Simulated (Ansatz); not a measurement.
Several settings on one geometry of the cluster HgF₃⁻ (that of the charge -1 singlet, r2SCAN-D4/def2-TZVPD). Ansatz on 2 threads of Arm Neoverse V1 on a shared host; times are rough.

```xyz
4

Hg   -0.0032   -0.0014    0.0009
F     0.9024   -1.8800    0.2999
F    -2.0764    0.2372    0.2829
F     1.1772    1.6442   -0.5837
```

Totals from different functionals, basis sets or treatments of relativity can't be compared as stabilities.

DK, ANO-RCC and x2c sets are all-electron and run with scalar relativity unless a key says otherwise. In the def2 sets Hg takes a core potential; there is no spin–orbit coupling.

Give the basis size and estimate the energy, ⟨S²⟩ and time of these runs.

| run | method | charge | state | further keys |
| --- | --- | --- | --- | --- |
| 1 | RKS r2SCAN50-D4/def2-TZVP | -1 | singlet | forces asked |
| 2 | UKS ωB97M-V/x2c-TZVPPall | -1 | singlet | scf: {omitted_lower_state_checks: [starts]}; forces asked |
| 3 | RKS BHLYP/def2-mTZVP | -1 | singlet | accuracy: high; scf: {omitted_lower_state_checks: [starts]}; forces asked |
| 4 | RKS r2SCANh/def2-mTZVPP | -1 | singlet | scf: {lower_state_search: off} |


```json
{"run": "1", "functions": "136", "energy (Eh)": "-452.9541", "⟨S²⟩": "–", "wall time": "3.5 s"}
{"run": "2", "functions": "190", "energy (Eh)": "-19928.0211", "⟨S²⟩": "0.00", "wall time": "36 s"}
{"run": "3", "functions": "93", "energy (Eh)": "-452.9666", "⟨S²⟩": "–", "wall time": "6 s"}
{"run": "4", "functions": "108", "energy (Eh)": "-453.1190", "⟨S²⟩": "–", "wall time": "1.7 s"}
```

The highest occupied level of an anion often lies above zero with these methods, and sets without diffuse functions describe the outer electron poorly.
